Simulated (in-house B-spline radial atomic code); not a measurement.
# RPBE excitations of S⁴⁺

Method: RPBE. Computed with an all-electron radial atomic-structure program (B-spline basis): linear response of the closed shell [Ne] 3s2 with the functional's adiabatic kernel; scalar-relativistic (spin-free one-electron X2C), finite nucleus, no spin-orbit coupling, no double excitations, S, P, D and F terms only.

Command:
```bash
python run_td.py task.json out
```
Settings (radii: box in bohr, nucleus in fm):
```
Z                        16
electrons                12
configuration            [Ne] 3s2
hamiltonian              x2c
method                   rpbe,pbe
box_radius               19.1
rms_radius               3.2611
intervals                72
```

Cost of the run: 0.3 s on 1 thread of Intel(R) Xeon(R) Platinum 8488C (Sapphire Rapids), with other jobs on the host.

The lowest states, in the order of their Tamm-Dancoff energies; the method's threshold (minus the highest occupied level) is 65.82 eV. Labels give the largest channel, * marks a mixed state, and oscillator strengths are full-response dipole values. Semilocal kernels can invert the small singlet-triplet splittings of Rydberg terms. Energies in eV:

```tsv
state	full response	Tamm-Dancoff	oscillator strength
3s → 3p 3P	9.461	9.849	-
3s → 3p 1P	?	?	?
3s → 3d 3D	26.666	26.845	-
3s → 3d 1D	29.307	29.322	-
3s → 4s 3S	37.76	37.77	-
3s → 4s 1S	38.86	38.90	-
3s → 4p 3P	41.82	41.84	-
3s → 4p 1P	42.28	42.31	0.105
3s → 4d 3D	?	?	-
3s → 4d 1D	47.74	47.74	-
```

Task: Where does 3s → 4d 3D lie?

Result: At 47.43 eV in full response, 47.45 eV in Tamm-Dancoff.

Task: Where does 3s → 3p 1P lie?

Result: At 15.632 eV in full response, 16.192 eV in Tamm-Dancoff, oscillator strength 1.36.

Task: How large is the singlet-triplet splitting of 3s → 3p (P terms) in Tamm-Dancoff?

Result: 6.34 eV, from the unrounded values.

Task: What polarisabilities and dispersion coefficient does the method give?

Result: Dipole 4.279 bohr³, quadrupole 6.389 bohr⁵, C6 8.376 hartree·bohr⁶ for two such species.
